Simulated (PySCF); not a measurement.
Gas-phase equilibrium of 1 mol GeF4, 0.47 mol H2 at 2000 K and 1.01 bar, among 16 species (GeH4, Ge2H6, F2, GeF2, GeF3, F, H, GeH3F, GeHF3, HF, H2, Ge3H8, GeH3, GeH2F2, GeH2, GeF4). Only gases are allowed; each row takes one source of thermochemistry for all species, and Cantera finds the minimum.

Method: PySCF energies plus ideal-gas RRHO corrections (1 bar). † marks an energy on the PBE0/def2-TZVP geometry and frequencies; other levels use their own. MP2 freezes the core. 6-31G* has spherical d functions here. Open shells (unrestricted) among the columns below: GeF3 (multiplicity 2), F (multiplicity 2, electronic degeneracy 6); the rest are closed-shell singlets. Spin-orbit splitting is ignored; it lowers the true energy and changes the entropy of F. Ge: all electrons, no relativistic terms. GeF3: computed as isolated molecules; such fragments, hydroxides, amides, oligomers or adducts are transient or little studied in the gas. MP2 isn't extrapolated to the basis-set limit. The harmonic model lacks anharmonicity and excited electronic states, which grow with temperature; levels with a mode under 35 cm⁻¹ are left out.

Molecules larger than those listed are left out, and so are free Ge atoms, whose spin-orbit terms are large. Also missing: (HF)n, which can matter at low temperature or high pressure. Table species left out: H2F2, H3F3, H4F4.

With HF/6-31G* thermochemistry: HF 0.32, F 0.33, GeF2 0.33, GeF4 0.014, GeF3 0.0015.

Q: How far does the composition move with the other sources (MP2/def2-TZVPP†, PBE0/def2-TZVP, r2SCAN/def2-TZVP†, LDA/def2-TZVP†, ωB97M-V/def2-TZVP†)?

A: 
| thermochemistry | x HF | x F | x GeF2 | x GeF4 | x GeF3 |
|---|---|---|---|---|---|
| HF/6-31G* | 0.32 | 0.33 | 0.33 | 0.014 | 0.0015 |
| MP2/def2-TZVPP† | 0.48 | 6.2e-5 | 0.24 | 0.27 | 0.0012 |
| PBE0/def2-TZVP | 0.48 | 0.00096 | 0.24 | 0.27 | 0.0022 |
| r2SCAN/def2-TZVP† | 0.48 | 0.00040 | 0.24 | 0.27 | 0.0031 |
| LDA/def2-TZVP† | 0.48 | 4.3e-6 | 0.24 | 0.27 | 0.0015 |
| ωB97M-V/def2-TZVP† | 0.48 | 0.00075 | 0.24 | 0.27 | 0.0012 |
The most sensitive of these is F: it spans a factor of 10^4.9 over these rows; at this temperature one factor of ten is RT ln 10 = 38 kJ/mol.
